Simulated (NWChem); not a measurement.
System: C3H4N2O; SMILES CO/C=N/C#N

The following NWChem deck was run.

```
start job
memory heap 200 mb stack 900 mb global 1100 mb
geometry units angstroms noautosym nocenter noautoz
  C     -0.797672    -2.117525     0.000000
  O      0.537849    -1.626125     0.000000
  C      0.709056    -0.330097     0.000000
  N     -0.268732     0.493832     0.000000
  C     -0.056141     1.804337     0.000000
  N      0.040185     2.964094     0.000000
  H     -0.717022    -3.209973     0.000000
  H     -1.335147    -1.767012     0.892751
  H     -1.335147    -1.767012    -0.892751
  H      1.774876    -0.054806     0.000000
end
basis spherical
  C library 6-31g*
  O library 6-31g*
  N library 6-31g*
  H library 6-31g*
end
dft
  xc hfexch
  iterations 150
  mulliken
end
task dft energy
esp
  recalculate
  probe 0.07
  range 0.3
  factor 1.0
  spacing 0.02
end
task esp
```

Geometry: optimised at PBE0/def2-SVP.

Atomic charges in e: unrestrained fits to the electrostatic potential beside Mulliken populations; buried atoms are poorly determined by the fit.

Atoms are numbered as in the input.

Q: Give the results of this calculation. (Hartree-Fock/6-31G* (spherical d).) Quantities: ESP C1; Mulliken C1; ESP O2; Mulliken O2; ESP C3; Mulliken C3; ESP N4; Mulliken N4; ESP C5; Mulliken C5; relative RMS misfit of the potential (%).

A: 
```
Item                                      Result
----------------------------------------  ------
ESP C1                                      0.24
Mulliken C1                                -0.19
ESP O2                                     -0.44
Mulliken O2                                -0.59
ESP C3                                      0.67
Mulliken C3                                 0.49
ESP N4                                     -0.56
Mulliken N4                                -0.62
ESP C5                                      0.55
Mulliken C5                                 0.47
relative RMS misfit of the potential (%)      18
```
